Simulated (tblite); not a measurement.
Parent: `[CH3:1][CH2:2][Si@@H:3]([CH2:4][F:5])[CH2:6][SiH3:7]` with C1–C2–Si3–C4 -33°, C2–Si3–C4–F5 -179°, C2–Si3–C6–Si7 -48°, C4H13FSi2.

Computed geometry: GFN2-xTB, gas phase. One conformer each, not checked by frequencies here.

```json
{"coordinate of the parent": "C1–C2", "value": "1.526 Å"}
{"coordinate of the parent": "C2–Si3", "value": "1.909 Å"}
{"coordinate of the parent": "Si3–C4", "value": "1.923 Å"}
{"coordinate of the parent": "C4–F5", "value": "1.384 Å"}
{"coordinate of the parent": "Si3–C6", "value": "1.902 Å"}
{"coordinate of the parent": "C6–Si7", "value": "1.904 Å"}
{"coordinate of the parent": "C1–C2–Si3", "value": "114.5°"}
{"coordinate of the parent": "C2–Si3–C4", "value": "108.7°"}
{"coordinate of the parent": "C2–Si3–C6", "value": "113.4°"}
{"coordinate of the parent": "C4–Si3–C6", "value": "107.9°"}
{"coordinate of the parent": "Si3–C4–F5", "value": "109.6°"}
{"coordinate of the parent": "Si3–C6–Si7", "value": "117.9°"}
```

Problem. How does the shared frame change in `[CH3:1][SiH2:2][Si@@H:3]([CH2:4][F:5])[CH2:6][SiH3:7]` with C1–Si2–Si3–C4 -61°, Si2–Si3–C4–F5 57°, Si2–Si3–C6–Si7 176°, C3H13FSi3? Atoms pair as Si3 = Si3, C4 = C4, F5 = F5, C6 = C6, Si7 = Si7 (parent first).

Solution. 
```json
{"parent": "Si3–C4", "relative": "Si3–C4", "value in the relative": "1.927 Å", "change": "+0.004"}
{"parent": "C4–F5", "relative": "C4–F5", "value in the relative": "1.385 Å", "change": "+0.001"}
{"parent": "Si3–C6", "relative": "Si3–C6", "value in the relative": "1.908 Å", "change": "+0.006"}
{"parent": "C6–Si7", "relative": "C6–Si7", "value in the relative": "1.903 Å", "change": "-0.001"}
{"parent": "C4–Si3–C6", "relative": "C4–Si3–C6", "value in the relative": "106.9°", "change": "-1.0"}
{"parent": "Si3–C4–F5", "relative": "Si3–C4–F5", "value in the relative": "110.0°", "change": "+0.4"}
{"parent": "Si3–C6–Si7", "relative": "Si3–C6–Si7", "value in the relative": "117.7°", "change": "-0.2"}
```

Of the parent's bonds, Si3–C6 changes most (+0.006 Å). Bonds of the relative outside the shared frame: C1–Si2 1.902, Si2–Si3 2.325 Å. Point group C1 → C1.
